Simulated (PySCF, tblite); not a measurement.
Isomers of C5H11FSi2, one GFN2-xTB conformer each. Single-point energies are computed at PBE0/pcSseg-1 (PySCF, gas phase, no added dispersion term), electronic only.

Question: Rank them by PBE0/pcSseg-1 energy, lowest first (kcal/mol).
A. `[CH3:1][CH2:2][C@@H:3]([SiH3:4])[C:5]#[C:6][SiH2:7][F:8]` with C1–C2–C3–Si4 176°
B. `[F:1][SiH2:2][SiH2:3][C:4]1=[CH:5][CH2:6][CH2:7][CH2:8]1` with F1–Si2–Si3–C4 -167°, Si2–Si3–C4–C5 120°, C4–C5–C6–C7 -12°, C5–C6–C7–C8 18°, C6–C7–C8–C4 -19°, Si3–C4–C8–C7 -169°
C. `[F:1][C@@H:2]1[SiH2:3][CH:4]=[C:5]1[CH2:6][CH2:7][SiH3:8]` with C4–C5–C6–C7 121°, C5–C6–C7–Si8 -59°

Answer: B (0.0), A (22.4), C (57.2).

As drawn, the lowest has an Si–F bond and an Si–Si bond, which the highest lacks; the highest has a four-membered ring, which the lowest lacks. GFN2-xTB itself gives, in the same order: 0.0, 19.8, 63.1. Both levels put the same isomer lowest; measured from each level's own lowest isomer, the values differ by up to 5.9 kcal/mol (F[C@@H]1[SiH2]C=C1CC[SiH3]: 63.1 against 57.2).

Which frontier levels, dipoles and rotational constants go with these structures?

```json
{"SMILES": "F[SiH2][SiH2]C1=CCCC1", "HOMO (eV, PBE0/pcSseg-1)": "-7.17", "LUMO (eV)": "-0.76", "dipole (D)": "2.88", "A, B, C (MHz)": "3675, 597.1, 562.9"}
{"SMILES": "CC[C@@H]([SiH3])C#C[SiH2]F", "HOMO (eV, PBE0/pcSseg-1)": "-7.66", "LUMO (eV)": "-0.51", "dipole (D)": "2.85", "A, B, C (MHz)": "1880, 612.4, 494.3"}
{"SMILES": "F[C@@H]1[SiH2]C=C1CC[SiH3]", "HOMO (eV, PBE0/pcSseg-1)": "-7.67", "LUMO (eV)": "-0.40", "dipole (D)": "1.31", "A, B, C (MHz)": "2213, 840.8, 732.7"}
```

What happens when harmonic zero-point energies from GFN2-xTB frequencies are added?

| SMILES | ZPE (kcal/mol) | electronic (kcal/mol) | with ZPE (kcal/mol) |
| --- | --- | --- | --- |
| F[SiH2][SiH2]C1=CCCC1 | 88.1 | 0.0 | 0.0 |
| CC[C@@H]([SiH3])C#C[SiH2]F | 85.0 | 22.4 | 19.3 |
| F[C@@H]1[SiH2]C=C1CC[SiH3] | 85.1 | 57.2 | 54.2 |

The zero-point energies span 3.1 kcal/mol. The order is unchanged.
